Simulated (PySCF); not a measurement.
Geometry:
| atom | x (Å) | y (Å) | z (Å) |
| --- | --- | --- | --- |
| F1 | -2.436 | -1.204 | 0.015 |
| C2 | -1.238 | -0.599 | 0.006 |
| C3 | -1.179 | 0.783 | -0.035 |
| C4 | 0.059 | 1.400 | -0.045 |
| C5 | 1.212 | 0.635 | -0.013 |
| F6 | 2.408 | 1.240 | -0.023 |
| C7 | 1.132 | -0.754 | 0.030 |
| F8 | 2.248 | -1.493 | 0.064 |
| C9 | -0.099 | -1.384 | 0.039 |
| H10 | -2.089 | 1.360 | -0.058 |
| H11 | 0.146 | 2.474 | -0.078 |
| H12 | -0.162 | -2.459 | 0.073 |

- shielding tensors at PBE0/pcSseg-1 (GIAO)
- geometry from GFN2-xTB
- program: PySCF 2.14.0 with density-fitted response routines
- non-relativistic, a single conformation, in vacuum

Chemical shifts δ = σref − σ; 13C (σref 186.93), 1H (σref 31.72) vs TMS; 19F (σref 170.95) against CFCl3, all at this level.

```
atoms  nucleus  count  Hirshfeld charge  δ (ppm)
   C2      13C      1              0.09        ?
   C5      13C      1              0.07    156.7
  H12       1H      1              0.07     7.23
   C9      13C      1             -0.08        ?
   F1      19F      1             -0.08        ?
   C7      13C      1              0.08        ?
  H11       1H      1              0.07     7.47
   C3      13C      1             -0.07    116.9
   F8      19F      1             -0.07   -138.3
   C4      13C      1             -0.05    124.7
   F6      19F      1             -0.08   -150.4
  H10       1H      1              0.06     7.09
```

Fill in the missing shifts.

Answers


- C2: 167.8 ppm, aromatic carbon bearing fluorine; the electronegative substituent deshields the carbon that carries it
- C7: 160.6 ppm, aromatic carbon bearing fluorine; σ withdrawal by the attached heteroatom moves it downfield of the ring CH carbons
- C9: 112.5 ppm, aromatic CH
- F1: -118.5 ppm, aryl fluorine

Shifts are as computed. Against solution values, carbons near 30 ppm lie about +3 ppm off and those near 130 ppm about +5 ppm. Of 1211 compounds with measured shifts, 218 miss one by over three times the rms of a fit or turn the order of signals round; such compounds aren't used in these exercises. Unscaled 19F shifts against computed CFCl3 carry errors that often reach 10 to 50 ppm.
